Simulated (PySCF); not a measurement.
PySCF 2.14 output of a UHF calculation on a single atom or ion in x2c-SVPall (5s3p3d1f, 36 functions), with the spin-free X2C one-electron Hamiltonian (Gaussian nucleus):

```
SCF conv_tol = 1e-09
number electrons alpha = 14  beta = 9
cycle= 1 E= -1156.42540021041  delta_E= 2.27e-13  |g|= 6.69e-08  |ddm|= 3.34e-07
converged SCF energy = -1156.42540021041  <S^2> = 8.7502063  2S+1 = 6.0000688
```

The run itself started from symmetry-adapted Hartree-Fock orbitals and held the occupation by maximum overlap, so the iterations belong to that start.

Which element, charge and spin multiplicity is this?

Mn(2+) (manganese, charge +2), multiplicity 6; the state was [Ar] 3d5, high-spin 6S determinant.
